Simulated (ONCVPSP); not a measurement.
Building the ONCV potential for lead (PBE, fully relativistic).

lead, optimised norm-conserving Vanderbilt (ONCV), made with ONCVPSP 4.0.1 (PBE, fully relativistic). Core [Kr] 4d10 4f14, reference 5s2 5p6 5d10 6s2 6p1.5 (charge +0.5). Waves: 5s+6s: rc 1.35 bohr, ncon 4, nbas 8, qcut 8.1 1/bohr, 2 projectors; 5p+6p: rc 1.65 bohr, ncon 3, nbas 6, qcut 7.4 1/bohr, 2 projectors; 5d: rc 1.40 bohr, ncon 4, nbas 7, qcut 6.8 1/bohr, 3 projectors, debl 4 Ha. Local part: polynomial inside 1.05 bohr (lpopt 4, dvloc0 2 Ha). Core correction: polynomial model core, fcfact 0.3.

Open shells are filled in proportion to 2j + 1.

Results:

| Quantity | Value |
| --- | --- |
| Cutoffs needed | 28 Ha and 69 Ha (the cutoffs (Ha) at which the residual kinetic energy of the hardest occupied pseudo-wave falls to 1 and 0.1 mHa per electron) |
| Ghost test | no bound ghost flagged; GHOST(+) flagged for s at 338.0 eV |
| Largest excitation error | -130 meV (all-electron minus pseudo) for 5s2 5p5 5d10 6s2 6p2, out of 4 test configurations |
| rms error of d²Exc/dni dnj | 7.22 mHa without and 2.16 mHa with the model core |

Generation and tests took about 10 s on one core of a shared server CPU.
